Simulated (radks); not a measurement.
The numbers below are computed, except where a source is named.
Problem. These are the eigenvalues of the occupied orbitals of an atom or ion with whole-number occupations (eV). Code: a radial shooting solver on a logarithmic mesh with Libxc functionals. Model: non-relativistic Kohn-Sham, PBE, spin-polarised, spherical densities, point nucleus.

1s up: -21497.68
1s down: -21497.45
2s up: -3177.333
2s down: -3177.197
2p up: -2952.269
2p down: -2952.044
3s up: -690.0443
3s down: -689.7905
3p up: -601.7880
3p down: -601.4969
3d up: -439.7834
3d down: -439.4843
4s up: -219.0421
4s down: -217.3998
4p up: -190.2314
4p down: -188.6166

Which element is it, and in what charge state? The configuration may be excited. Open shells, if any, are filled with parallel spins first.

Solution. Z = 44, ruthenium, charge +9: Ru9+ in [Ar] 3d10 4s2 4p5. The list shows which subshells hold electrons but not how many an open one holds; the 1s level, -790.03 hartree, gives Z - s = 39.7 by -(Z - s)^2/2, which with screening narrows Z to a few neighbours, and the depths of the outer levels then fix element, charge and occupations together.
